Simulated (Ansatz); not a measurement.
Reaction (atomization): `N=C=[CH][GaH2]` → 2 C• + Ga• + 4 H• + N•

Program: Ansatz. Geometries: PBE0-D4/def2-TZVP. ΔE: electronic, gas phase. CCSD(T)/CBS adds triple-zeta CCSD(T) − MP2 to the extrapolated MP2 energy (def2 sets, frozen cores). This one scheme is used for every species, atoms too. DFT in def2-TZVPP. HSE06 is defined as in plane-wave codes. No spin–orbit coupling; open shells (•) take unrestricted orbitals. Spin–orbit coupling would lower the free atoms: a little for C; clearly for Ga. For Ga outer-core shells are correlated without core-valence functions, so the limit isn't a true one: a few kJ/mol of doubt a bond, and 10 to 20 or more in all where bonds break to atoms. Scalar relativity is left out up to krypton. One conformer a species, not always the lowest.

```tsv
level	ΔE (kcal/mol)
r2SCANh-D4	683.4
HSE06-D4	690.7
BHLYP-D4	659.5
HF/CBS(def2)	471.1
```

(1) What does CCSD(T)/CBS give? (An estimate is asked.)

Largest T1 diagnostic among the species: 0.015.

Results:

(1) Ansatz gave: +682.7 kcal/mol. The listed levels differ from it by 0.7, 8.0, -23.2, -211.6 kcal/mol.

From r2SCAN to r2SCAN0 (25 % exact exchange), in def2-TZVPP and without D4, ΔE moves by −16.4 kcal/mol: exact exchange takes away binding that semilocal exchange gives to molecules. Leaving LDA and LC-ωPBE aside and taking each functional with its dispersion term where it has one, the values, not all of them listed here, spread over 49.9 kcal/mol, from BHLYP-D4 to PBE-D4. LDA lies +92.7 kcal/mol from PBE without D4, its usual overbinding.

For atomizations the MP2-based limit and the directly extrapolated one differ by several kJ/mol either way, and by 10 to 25 for some Ge, Se and Sn compounds, so smaller differences from it don't rank the levels.
